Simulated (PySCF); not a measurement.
CH₉FN₂Si₂, SMILES F[Si@H](NC)N[SiH3]. Atoms are numbered in the order given.

```xyz
15

C     -2.5967     0.5805    -0.6529
N     -1.9131    -0.4139     0.1531
Si    -0.2851    -0.3470     0.6867
F     -0.0042    -1.8493     1.2600
N      0.7150     0.0875    -0.6487
Si     2.1789     1.0434    -0.6926
H     -1.8537     1.2120    -1.1640
H     -3.2507     1.2528    -0.0648
H     -3.2190     0.1130    -1.4367
H     -2.5266    -1.0825     0.6092
H      0.0728     0.5642     1.8008
H      0.4527    -0.3649    -1.5244
H      3.3898     0.2210    -0.9897
H      2.0886     2.1010    -1.7433
H      2.3367     1.6802     0.6429
```
Charge 0, spin multiplicity 1.

Geometry optimised at B3LYP-D3(BJ)/def2-SVP. The structure was generated by enumeration; whether it is a known compound was not checked. Other conformers were not sampled.

All values below come from PBE/pcSseg-1 (PySCF).

GIAO shieldings, no solvent; atoms alike by connectivity are averaged. δ = σ(ref) − σ: ¹³C against TMS (σ = 182.0 ppm); ¹⁵N against NH3 (σ = 267.0 ppm); ²⁹Si against TMS (σ = 335.4 ppm); ¹⁹F against CFCl3 (σ = 133.6 ppm); ¹H against TMS (σ = 31.49 ppm), references at their B3LYP-D3(BJ)/def2-TZVP geometries, non-relativistic.

```
nucleus          atoms  count  δ (ppm)
-------  -------------  -----  -------
¹³C                 C1      1     32.4
¹⁵N                 N5      1     41.1
¹⁵N                 N2      1     40.5
²⁹Si               Si3      1    -28.6
²⁹Si               Si6      1    -59.6
¹⁹F                 F4      1   -168.4
¹H                 H11      1     5.30
¹H       H13, H14, H15      3     5.06
¹H          H7, H8, H9      3     2.99
¹H                 H10      1     0.64
¹H                 H12      1     0.61
```
